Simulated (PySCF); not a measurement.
**Ionisation energy of Os⁵⁷⁺ by level of theory**

Os⁵⁷⁺ [Ar] 3d1 (2D) → Os⁵⁸⁺ [Ar] (1S), as a difference of total energies. All numbers are calculated (PySCF 2.14, the spin-free X2C one-electron Hamiltonian (Gaussian nucleus), in an uncontracted even-tempered set (17 s from 15 bohr⁻², ratio 2.5; 12 p from 19 bohr⁻², ratio 2.5; 7 d from 19 bohr⁻², ratio 2.5; 4 f from 66 bohr⁻², ratio 2.7; 3 g from 100 bohr⁻², ratio 2.7)). Correlated levels: outer shells: [Ne] frozen; virtual orbitals above 40 to 60 times the deepest correlated orbital energy dropped. The calculations carry no spin-orbit coupling.

| method | ionisation energy (eV) |
| --- | --- |
| UHF | 5667.2 |
| LDA | 5667.4 |
| PBE | 5669.2 |
| PBE0 | 5669.1 |
| r2SCAN | 5670.1 |
| B2PLYP | 5668.7 |
| BHandHLYP | 5669.4 |
| MP2 (outer shells) | 5666.8 |
| SCS-MP2 (outer shells) | 5666.8 |

A first-order spin-orbit estimate (lowest level to lowest level, LS coupling) adds 52.205 eV.

Breit and QED terms and the two-electron picture change are absent.

First order in ζ underestimates the shift of j = l − 1/2 levels at high Z.

For comparison: 5717 ± 6 eV (theoretical estimate listed by NIST; NIST Atomic Spectra Database, ionization energies).
